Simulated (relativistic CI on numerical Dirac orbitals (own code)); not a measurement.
**Radial parameters of Rh XXIII**

Computed by Dirac-Coulomb-Breit CI, orbitals from a KLI potential per configuration, a model potential for QED, unscaled Slater integrals (own radial code, finite nucleus).

Slater integrals F^k, G^k are unscaled and averaged over j, outside the closed core [Ne]; ζ comes from projecting the Hamiltonian with its Breit term on Σ l·s of the shell.

- 3s²3p⁶3d⁵: F^2(3d,3d) = 304730, F^4(3d,3d) = 195830, ζ(3d) = 18500 cm⁻¹; <r>(3d) = 0.3314, <r^2>(3d) = 0.1284 (bohr units).
- 3s²3p⁵3d⁶: ζ(3p) = 153080, F^2(3d,3d) = 303920, F^4(3d,3d) = 195280, F^2(3p,3d) = 272990, G^1(3p,3d) = 303740, G^3(3p,3d) = 198840, ζ(3d) = 18209 cm⁻¹; <r>(3p) = 0.3638, <r^2>(3p) = 0.1529, <r>(3d) = 0.3321, <r^2>(3d) = 0.129 (bohr units).
- 3s²3p⁴3d⁷: F^2(3p,3p) = 273260, ζ(3p) = 152950, F^2(3d,3d) = 303090, F^4(3d,3d) = 194720, F^2(3p,3d) = 272580, G^1(3p,3d) = 303650, G^3(3p,3d) = 198660, ζ(3d) = 17921 cm⁻¹; <r>(3p) = 0.3643, <r^2>(3p) = 0.1533, <r>(3d) = 0.3329, <r^2>(3d) = 0.1297 (bohr units).

(1) Give the Racah parameters of the d shell in 3s²3p⁶3d⁵.

Averages of the first 10 configurations, taken without configuration mixing, which lowers the lowest level and can move excited configurations by several eV; other configurations of the list can lie among them:

```json
{"Configuration": "3s²3p⁶3d⁵", "Parity": "even", "States": "252", "Average energy above the lowest level (eV)": "27.5"}
{"Configuration": "3s²3p⁵3d⁶", "Parity": "odd", "States": "1260", "Average energy above the lowest level (eV)": "204.6"}
{"Configuration": "3s²3p⁴3d⁷", "Parity": "even", "States": "1800", "Average energy above the lowest level (eV)": "385.8"}
{"Configuration": "3s3p⁶3d⁶", "Parity": "even", "States": "420", "Average energy above the lowest level (eV)": "329.2"}
{"Configuration": "3p⁶3d⁷", "Parity": "even", "States": "120", "Average energy above the lowest level (eV)": "636.3"}
{"Configuration": "3s3p⁵3d⁷", "Parity": "odd", "States": "1440", "Average energy above the lowest level (eV)": "505.1"}
{"Configuration": "3s²3p⁶3d⁴4s", "Parity": "even", "States": "420", "Average energy above the lowest level (eV)": "449.7"}
{"Configuration": "3s²3p⁶3d⁴4p", "Parity": "odd", "States": "1260", "Average energy above the lowest level (eV)": "493.1"}
{"Configuration": "3s²3p⁶3d⁴4d", "Parity": "even", "States": "2100", "Average energy above the lowest level (eV)": "556.3"}
{"Configuration": "3s²3p⁶3d⁴4f", "Parity": "odd", "States": "2940", "Average energy above the lowest level (eV)": "614.8"}
```

## Answers

(1) B = F²/49 − 5F⁴/441 = 3999 cm⁻¹ and C = 35F⁴/441 = 15542 cm⁻¹.
